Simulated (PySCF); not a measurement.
Al(AsH2)(F)(OH) (AlAsFH3O), SMILES [OH][Al]([F])[AsH2]. Atoms are numbered in the order given.

```xyz
7

Al     0.8721     0.5572     0.0307
As    -1.1838    -0.7212    -0.0009
H     -0.4393    -1.8192    -0.7863
H     -1.5804     0.0061    -1.3014
F      0.8719     2.2162    -0.2506
O      2.3395    -0.2276     0.4336
H      3.1854     0.2435     0.5053
```

Coordinates come from a PBE-D3(BJ)/def2-SVP optimisation. The structure was generated by enumeration; whether it is a known compound was not checked. One conformer was computed; it need not be the lowest.

Calculation: PBE/pcSseg-1 (PySCF).

GIAO shieldings, no solvent; atoms listed in one row are averaged. δ = σ(ref) − σ: ⁷⁵As against AsH3 (σ = 1870.9 ppm); ¹H against TMS (σ = 31.49 ppm); ¹⁹F against CFCl3 (σ = 133.6 ppm); ¹⁷O against H2O (σ = 334.3 ppm), references at their B3LYP-D3(BJ)/def2-TZVP geometries, non-relativistic.

```tsv
nucleus	atoms	count	δ (ppm)
⁷⁵As	As2	1	-195.5
¹H	H7	1	2.87
¹H	H3	1	1.77
¹H	H4	1	1.60
¹⁹F	F5	1	-145.1
¹⁷O	O6	1	68.0
```
